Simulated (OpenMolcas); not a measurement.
**Pt6+: moving or changing the point charges**

Pt6+ among 8 point charges of -1.2 e arranged as a cube (Oh), 2.17 Å from the ion.

- Program: OpenMolcas
- Method: CASSCF
- Basis: ANO-RCC-VDZP [7s6p4d2f]
- Scalar Hamiltonian: DKH2, point nucleus
- Active space: 4 electrons in 5 orbitals (5d)
- State averaging: 2S+1 = 5 even, 5 roots; 2S+1 = 3 even, 45 roots; 2S+1 = 1 even, 50 roots
- Spin-orbit coupling: state interaction with AMFI integrals over the reference wave functions

Runs around this geometry, states (labels of O, the rotations of Oh). Energies in cm-1 above the lowest state or level, χT in cm3 K/mol; under a threefold ground state the first gap can be a small split of the lowest multiplet, not the spin-orbit step; 10Dq and B are least-squares fits to the states below 45000 cm-1, weighted by degeneracy, with a free offset, and given where the rms deviation is under 5 % of |10Dq| (or 100 cm-1) and under 700 cm-1; 10Dq is negative for this site.

| R (Å) | q (e) | Ground state | First state of that spin | 10Dq | B (rms of fit) | First gap with spin-orbit (degeneracies) | χT at 300 K | First state of another spin |
| --- | --- | --- | --- | --- | --- | --- | --- | --- |
| 2.17 | -0.78 | 5T2 | 5E 1446 | -1497 | 1003 (17) | 7505 (1, 3) | 0.030 | 3T1 20382 |
| 2.04 | -1.2 | 5T2 | 5E 3032 | -3150 | 1002 (27) | 7529 (1, 3) | 0.031 | 3T1 19325 |
| 2.17 | -1.2 | 5T2 | 5E 2227 | -2312 | 1003 (22) | 7516 (1, 3) | 0.031 | 3T1 19911 |
| 2.33 | -1.2 | 5T2 | 5E 1560 | -1617 | 1003 (18) | 7508 (1, 3) | 0.030 | 3T1 20322 |

Taking |10Dq| as R^-n, n = -ln(1617 / 3150) / ln(2.33 / 2.04) = 5.0 between the shortest and longest distance. The point-charge formula for a cubic d site gives n = 5.

Scaling the charges by -0.78 / -1.2 = 0.65 scales |10Dq| by 1497 / 2312 = 0.65; with fixed orbitals a first-order splitting would follow the charge.

Without dynamic correlation the repulsion within the d shell is too large (B by tens of per cent), so at a given field states of lower spin stand too high. Point charges give a weaker field than real ligands, and real ions of this kind are as a rule low spin; the high spin found here belongs to the model. The ground term spreads over less than 5000 cm-1, several times less than with real ligands, so orbital moments are less quenched and χT lies further from the spin-only value than at real sites. Spin-orbit coupling mixes the spin-free states strongly: the lowest level takes only 38 % from its leading state, 5T2 (figures for R = 2.17, q = -0.78; the like holds for R = 2.04, q = -1.2, R = 2.17, q = -1.2, R = 2.33, q = -1.2). Point charges carry no covalency, so the field is a model and not that of real ligands. No measured value stands beside these numbers.
